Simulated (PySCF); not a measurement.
## Stretching CuBr⁻

Set-up: PySCF, no relativity, basis sets Cu def2-TZVPPD, Br def2-TZVPPD. Energies in eV from Cu (3d10 4s1) + Br⁻ in their ground configurations at the same level. State: ²Σ⁺ (doublet), unpaired electrons σ ↑.

```tsv
R (Å)	revPBE
2.037	-0.667
2.131	-0.969
2.226	-1.128
2.297	-1.183
2.368	-1.201
2.439	-1.192
2.534	-1.153
2.652	-1.078
2.794	-0.971
2.984	-0.827
```

Task: Put a parabola through the three lowest points of the revPBE curve and estimate Re, k and ωe (reduced mass 35.01 u; 1 eV/Å² = 0.16022 mdyn/Å; ωe = 1302.8·√(k/μ) cm⁻¹).

Result: Through R = 2.297, 2.368, 2.439 Å the second-order coefficient is 2.68 eV/Å², so Re ≈ 2.380 Å, k ≈ 0.858 mdyn/Å and ωe ≈ 204 cm⁻¹. A polynomial fit of higher order to the unrounded revPBE energies gives Re = 2.376 Å, k = 0.804 mdyn/Å, ωe = 197 cm⁻¹; anharmonicity and rounding make the difference.

The higher-order fit for each curve: revPBE: Re = 2.376 Å, ωe = 197 cm⁻¹, De = 1.20 eV.

Spin–orbit coupling is left out. For an ion De counts to the pair picked by the measured ionisation energies or electron affinities, which need not be the lowest pair at this level. The highest Kohn–Sham level is positive in this anion. Much of that is self-interaction error, but it also means that the finite basis helps to hold the extra electron. The state is the lowest single determinant that the PBE0 search found; with open d or f shells the true ground state can be another one.
